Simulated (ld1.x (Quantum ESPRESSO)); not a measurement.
# Before and after: TM potential for Sb

antimony, norm-conserving Troullier–Martins (Kleinman–Bylander form), made with ld1.x (Quantum ESPRESSO) 7.5 (PBEsol, scalar-relativistic). Core [Kr] 4d10, reference 5s2 5p3. Waves: 5s (bound): rc 1.45 bohr; 5d channel at 0.1 Ry: rc 1.50 bohr; 5p (bound): rc 1.90 bohr. Local part: the p channel. Core correction: none.

All-electron outer shells of the reference configuration (PBEsol, scalar-relativistic, ld1.x):

| shell | level (eV) | outermost node (bohr) | outermost maximum (bohr) |
| --- | --- | --- | --- |
| 4p | -101.63 | 0.39 | 0.76 |
| 4d | -33.45 | 0.38 | 0.84 |
| 5s | -12.88 | 0.95 | 1.90 |
| 5p | -4.84 | 1.04 | 2.35 |

Change: fully relativistic.

Cutoffs: the cutoffs (Ry, on a coarse ladder) from which the occupation-weighted sum of valence levels, in a spherical-Bessel basis at the reference potential, stays within 10 and 1 mRy of its value at 400 Ry; they do not see the model core or the augmentation charge, which bear on the density cutoff. Errors are all-electron minus pseudo energies relative to the spin-unpolarised reference configuration.

Problem. Predict the effect on cutoff, ghosts and configuration errors.

Solution. The potential gets neither clearly harder nor softer (35 Ry and 160 Ry → 35 Ry and 160 Ry); both files keep a bound ghost (s); the miss of the reference levels goes from 0.00 to 0.43 eV; the number of tests that count goes from 6 to 3; of the 3 tests that both files solve, the error grows in 2 and shrinks in 0 by more than 15 % and 0.3 meV (median size 128.3 → 266.9 meV). In the changed file the local p channel has no projectors, so it cannot carry the spin–orbit splitting, and the file is wrong for that shell.

```tsv
quantity	base	changed
cutoff, loose	35 Ry	35 Ry
cutoff, tight	160 Ry	160 Ry
loose cutoff by channel (10 mRy a level)	s 25 Ry, p 8 Ry	s 21 Ry, p 8 Ry
bound ghosts	s	s
largest miss of a reference level, eV	0.00	0.43
tests counted (converged, no solver errors)	6 of 7	3 of 7
error for 5s2 5p2, meV [ΔE 8.34 → 8.36 eV]	+128	+267
error for 5s2 5p1, meV [ΔE 24.36 → 24.39 eV]	+598	+1098
error for 5s2 5p3.3, meV [ΔE -1.16 eV]	+2.8	+2.5
s: phases at 2.04 bohr within 0.05 rad from the reference energy up to (Ry; the scan ends near 5)	-0.8	-0.8
```

Base: Tests not counted: 5s1 5p0 (solver errors, printed error +7.0 eV). These tests converged, but a pseudo level misses the all-electron one widely, so the file describes the atom poorly there or has found another state: 5s2 5p0: 5s by 3.5 eV. ld1.x printed “convergence not achieved” for 6 of the counted tests; their residual had stalled under 1e-8, short of the target of 1e-14. Changed file: Tests not counted: 5s2 5p0 (solver errors, printed error -18.2 eV); 5s2 5p2.5 (pseudo-atom not self-consistent, printed error +321 meV); 5s1 5p3 (solver errors, printed error -1.5 eV); 5s1 5p0 (solver errors, printed error -4.2 eV). These tests converged, but a pseudo level misses the all-electron one widely, so the file describes the atom poorly there or has found another state: 5s2 5p1: 5s by 2.2 eV (a node warning on the way). ld1.x printed “convergence not achieved” for 3 of the counted tests; their residual had stalled under 1e-8, short of the target of 1e-14. A true bound ghost makes a file unfit for plane-wave use even where its test errors are small: the radial tests pick states by their node count and pass the ghost by. Where a test does run into it, the solver fails or the error is huge.
